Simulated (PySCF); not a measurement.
Species: C₂H₉GeN.
Geometry (PBE0-D3(BJ)/def2-SVP, Å), atoms numbered from 1 in this order:
```xyz
13
C2H9GeN angstrom
C      1.6339    0.6824    0.3442
N      0.8703   -0.5033    0.6521
Ge    -0.6873   -0.8674   -0.2556
C     -1.9866    0.5142    0.1872
H      0.9738    1.5654    0.3367
H      2.3939    0.8732    1.1216
H      2.1601    0.6661   -0.6334
H      1.4609   -1.3193    0.7805
H     -1.1387   -2.2580    0.2340
H     -0.4914   -0.9128   -1.7977
H     -2.0632    0.6134    1.2794
H     -2.9759    0.2600   -0.2199
H     -1.6824    1.4840   -0.2335
```

Computed with PBE0-D3(BJ)/def2-SVP geometry optimisation, gas phase (PySCF).

Masses are those of the commonest isotopes; rigid-rotor values at the optimised geometry. The values belong to one conformer with, in the numbering `[CH3:1][NH:2][GeH2:3][CH3:4]`, C1–N2–Ge3–C4 -66°.

Give the principal moments of inertia and the rotational constants in MHz.

Ia = 65.94, Ib = 162.11, Ic = 204.45 u·Å²; 505379 MHz·u·Å²/I gives A = 7664, B = 3118, C = 2472 MHz.

What kind of rotor is it?

An asymmetric top: κ = (2 × 3118 − 7664 − 2472)/(7664 − 2472) = -0.75.

Is it planar, by Δ = Ic − Ia − Ib?

Not planar: Δ = Ic − Ia − Ib = -23.60 u·Å². For a rigid frame Δ = −2 Σ m c², so Σ m c² = 11.80 u·Å² lies off the ab plane: 7.24 from hydrogen and 4.56 from heavier atoms. The atom farthest from that plane is 1.54 Å away.

Give the other two planar moments, Paa and Pbb, and the rms extents of the mass along the axes.

Paa = Σ m a² = (Ib + Ic − Ia)/2 = 150.31 and Pbb = Σ m b² = (Ia + Ic − Ib)/2 = 54.14 u·Å². With the mass M = 120.99 u, the rms extents √(P/M) along a, b and c are 1.11, 0.67, 0.31 Å.

Where do the levels up to J = 4 lie, in MHz?

Above 0(0,0):
J = 1: 1(0,1) 5590, 1(1,1) 10136, 1(1,0) 10782
J = 2: 2(0,2) 16705, 2(1,2) 20670, 2(1,1) 22607, 2(2,1) 36247, 2(2,0) 36311
J = 3: 3(0,3) 33221, 3(1,3) 36432, 3(1,2) 40302, 3(2,2) 53016, 3(2,1) 53332, 3(3,1) 77402, 3(3,0) 77406
J = 4: 4(0,4) 54974, 4(1,4) 57382, 4(1,3) 63810, 4(2,3) 75324, 4(2,2) 76245, 4(3,2) 99877, 4(3,1) 99905, 4(4,1) 133859, 4(4,0) 133860

Which types of transition are allowed, and where do some lines up to J = 2 fall?

The dipole components are |μa| = 0.35 D, |μb| = 0.10 D, |μc| = 0.24 D. The squared components, which scale the intensities, stand as 1.00 : 0.09 : 0.47 (a : b : c). Some lines, for components of 0.1 D or more:

```tsv
type	branch	J(Ka,Kc)	MHz	lower level (cm⁻¹)
a	Q	1(1,0) ← 1(1,1)	646	0.338
a	Q	2(1,1) ← 2(1,2)	1937	0.689
c	Q	2(1,2) ← 2(0,2)	3965	0.557
c	Q	1(1,1) ← 1(0,1)	4547	0.186
b	Q	1(1,0) ← 1(0,1)	5192	0.186
a	R	1(0,1) ← 0(0,0)	5590	0.000
b	Q	2(1,1) ← 2(0,2)	5902	0.557
b	R	2(0,2) ← 1(1,1)	6568	0.338
b	R	1(1,1) ← 0(0,0)	10136	0.000
a	R	2(1,2) ← 1(1,1)	10533	0.338
c	R	1(1,0) ← 0(0,0)	10782	0.000
a	R	2(0,2) ← 1(0,1)	11115	0.186
a	R	2(1,1) ← 1(1,0)	11825	0.360
c	Q	2(2,1) ← 2(1,1)	13640	0.754
b	Q	2(2,0) ← 2(1,1)	13704	0.754
b	R	2(1,2) ← 1(0,1)	15080	0.186
b	Q	2(2,1) ← 2(1,2)	15577	0.689
c	R	2(1,1) ← 1(0,1)	17017	0.186
b	R	2(2,1) ← 1(1,0)	25465	0.360
c	R	2(2,0) ← 1(1,0)	25529	0.360
c	R	2(2,1) ← 1(1,1)	26111	0.338
b	R	2(2,0) ← 1(1,1)	26175	0.338
```

Estimate the classical rotational partition function at 50 K, 100 K and 200 K.

Point group C1, symmetry number σ = 1; q = (√π/σ)·√((kT/h)³/(ABC)), k/h = 20836.6 MHz/K: 7760 at 50 K, 21900 at 100 K, 62000 at 200 K.

Whether it is a minimum is left open (no frequencies). No vibrational averaging or centrifugal distortion is included, and the geometry carries the error of its method. A rigid rotor knows nothing of inversion at nitrogen or internal rotation, which can split or shift real lines. Quadrupole hyperfine structure (14N) is left out.
